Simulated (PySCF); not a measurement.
Delta-SCF ions had no search for a lower state. Excitations are Tamm–Dancoff values on a coarser integration grid. The basis has no diffuse functions, so Rydberg states are missing or too high.

Z-matrix (Å, degrees):
```
C
H 1 1.0926
H 1 1.0926 2 108.92
Si 1 1.8812 2 113.94 3 -128.43
H 4 1.4888 1 123.13 2 62.90
Si 1 1.9081 2 111.90 3 124.26
H 6 1.4896 1 112.16 2 -121.87
H 6 1.4896 7 107.40 1 -123.71
Si 4 2.1306 5 140.95 1 179.96
H 9 1.4802 4 139.14 5 0.07
```
Charge 0, spin multiplicity 1.

Problem. Predict the S1–T1 gap (TDA), dipole moment, total energy, S1 excitation (TDA), S1 oscillator strength, LUMO, HOMO–LUMO gap and vertical ionisation energy (Delta-SCF) from PBE0-D3(BJ)/def2-TZVP (PySCF).

Solution. 
```json
{
 "S1–T1 gap (TDA)": "2.08 eV",
 "dipole_moment": "0.70 D",
 "total_energy": "-909.7733 Ha",
 "S1 excitation (TDA)": "4.09 eV",
 "S1 oscillator strength": "0.193",
 "LUMO": "-1.54 eV",
 "HOMO–LUMO gap": "4.28 eV",
 "vertical ionisation energy (Delta-SCF)": "7.58 eV"
}
```
